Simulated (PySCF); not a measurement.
Isomers of C5H12FPSi, mass 150.043 u with the commonest isotopes. Computed with PBE0/pcSseg-1 in PySCF (dipole) on a GFN2-xTB geometry, gas phase. One conformer each, none proved a minimum here; rigid rotors.

Question: Order these by rotational constant B, largest first.
A. `[CH3:1][C@@H:2]1[CH2:3][CH2:4][CH2:5][Si@@:6]1([F:7])[PH2:8]` with C5–Si6–P8–H 40° and -53°, C1–C2–C3–C4 -163°, C2–C3–C4–C5 52°, C3–C4–C5–Si6 -37°, C4–C5–Si6–F7 125°
B. `[CH3:1][C@@H:2]([F:3])[C@H:4]1[CH2:5][CH2:6][Si@H:7]1[PH2:8]` with C1–C2–C4–C5 72°, C6–Si7–P8–H 157° and -109°, C2–C4–C5–C6 133°, C4–C5–C6–Si7 -12°, C5–C6–Si7–P8 -97°, C2–C4–Si7–C6 -129°
C. `[CH3:1][CH:2]([CH3:3])/[C:4]([F:5])=[P:6]\[CH2:7][SiH3:8]` with C1–C2–C4–F5 64°, C4–P6–C7–Si8 -83°

Answer: B (1111 MHz), A (1068 MHz), C (879.7 MHz).

Question: Order these by rotational constant C, largest first.
A. `[CH3:1][C@@H:2]([F:3])[C@H:4]1[CH2:5][CH2:6][Si@H:7]1[PH2:8]` with C1–C2–C4–C5 72°, C6–Si7–P8–H 157° and -109°, C2–C4–C5–C6 133°, C4–C5–C6–Si7 -12°, C5–C6–Si7–P8 -97°, C2–C4–Si7–C6 -129°
B. `[CH3:1][C@@H:2]1[CH2:3][CH2:4][CH2:5][Si@@:6]1([F:7])[PH2:8]` with C5–Si6–P8–H 40° and -53°, C1–C2–C3–C4 -163°, C2–C3–C4–C5 52°, C3–C4–C5–Si6 -37°, C4–C5–Si6–F7 125°
C. `[CH3:1][CH:2]([CH3:3])/[C:4]([F:5])=[P:6]\[CH2:7][SiH3:8]` with C1–C2–C4–F5 64°, C4–P6–C7–Si8 -83°

Answer: B (916.3 MHz), A (795.4 MHz), C (734.4 MHz).

Question: Order these by dipole moment, smallest first.
A. `[CH3:1][C@@H:2]([F:3])[C@H:4]1[CH2:5][CH2:6][Si@H:7]1[PH2:8]` with C1–C2–C4–C5 72°, C6–Si7–P8–H 157° and -109°, C2–C4–C5–C6 133°, C4–C5–C6–Si7 -12°, C5–C6–Si7–P8 -97°, C2–C4–Si7–C6 -129°
B. `[CH3:1][C@@H:2]1[CH2:3][CH2:4][CH2:5][Si@@:6]1([F:7])[PH2:8]` with C5–Si6–P8–H 40° and -53°, C1–C2–C3–C4 -163°, C2–C3–C4–C5 52°, C3–C4–C5–Si6 -37°, C4–C5–Si6–F7 125°
C. `[CH3:1][CH:2]([CH3:3])/[C:4]([F:5])=[P:6]\[CH2:7][SiH3:8]` with C1–C2–C4–F5 64°, C4–P6–C7–Si8 -83°

Answer: A (1.52 D), B (2.29 D), C (2.68 D).

| SMILES | point group | Ia (u·Å²) | Ib (u·Å²) | Ic (u·Å²) | κ | μa (D) | μb (D) | μc (D) |
| --- | --- | --- | --- | --- | --- | --- | --- | --- |
| C[C@@H](F)[C@H]1CC[Si@H]1P | C1 | 291.66 | 454.76 | 635.36 | -0.33 | 0.01 | 1.52 | 0.04 |
| C[C@@H]1CCC[Si@@]1(F)P | C1 | 282.75 | 473.19 | 551.56 | -0.65 | 1.08 | 1.56 | 1.28 |
| CC(C)/C(F)=P\C[SiH3] | C1 | 269.67 | 574.47 | 688.20 | -0.74 | 0.46 | 2.24 | 1.40 |
